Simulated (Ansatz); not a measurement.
An input meant for [GeH5]- (GeH₅⁻) (charge -1, singlet).

```yaml
crystal:
  periodic: [false, false, false]
  atoms:
    - {symbol: Ge, position_ang: [-0.000019, -0.000023, -0.000082]}
    - {symbol: H, position_ang: [-0.020700, -0.008181, 1.726615]}
    - {symbol: H, position_ang: [0.020675, 0.008784, -1.726698]}
    - {symbol: H, position_ang: [1.583489, 0.011943, 0.018767]}
    - {symbol: H, position_ang: [-0.802660, 1.365267, -0.002257]}
    - {symbol: H, position_ang: [-0.780775, -1.377799, -0.016344]}
basis:
  gaussian: {orbitals: def2-SVPD}
total_charge: -1
magnetization: {spin_polarized: true, initial_magnetization: 6}
hamiltonian: {xc: {name: RPBE}, dispersion: d3bj}
scf: {omitted_lower_state_checks: [starts]}
output: {forces: true}
```

```sh
$ ansatz run in.yaml --threads 4 --pin off --events-out ev --progress --plain --max-ram 3916MiB
```

Output, abridged:

```
Functional definition: RPBE
729 factors; their error is unknown
mean field evaluation 1: about -56568.2086 eV, gradient 2.4e1 eV
mean field evaluation 2: about -56565.9388 eV, gradient 3.5e1 eV
mean field evaluation 4: about -56571.0418 eV, gradient 2.4e0 eV
mean field evaluation 8: about -56571.1018 eV, gradient 1.1e-1 eV
mean field evaluation 16: about -56571.0866 eV, gradient 4.6e-4 eV
mean field -56571.08655897 eV, -2078.9490857826 hartree, gradient 1.8e-5 eV, S^2 12.005039; 0 other end points of the search recorded, 0 dependent functions left out
reference -56571.08660579 eV, -2078.9490875032 hartree; 22, 16 occupied and 56, 62 virtual orbitals, 729 factors
Total energy: -56571.53154694 eV, -2078.9654387888 hartree
Atom 0 at    -0.000019    -0.000023    -0.000082 Å, force    -0.001279     0.003381    -0.001747 eV/Å
Atom 1 at    -0.020700    -0.008181     1.726615 Å, force     0.001002     0.001961    -0.173481 eV/Å
Atom 2 at     0.020675     0.008784    -1.726698 Å, force    -0.000763    -0.003458     0.173638 eV/Å
Atom 3 at     1.583489     0.011943     0.018767 Å, force     4.987360     0.037561     0.057742 eV/Å
Atom 4 at    -0.802660     1.365267    -0.002257 Å, force    -2.527694     4.299599    -0.003547 eV/Å
Atom 5 at    -0.780775    -1.377799    -0.016344 Å, force    -2.458627    -4.339044    -0.052605 eV/Å
Dipole moment:     0.000079    -0.000205     0.000067 e Å
Checks for a lower state left out: starts
```

In this input the spin is set far too high (6 unpaired electrons typed, 0 in the singlet as meant). Self-consistency was reached. The result belongs to that input, not to the species as meant.
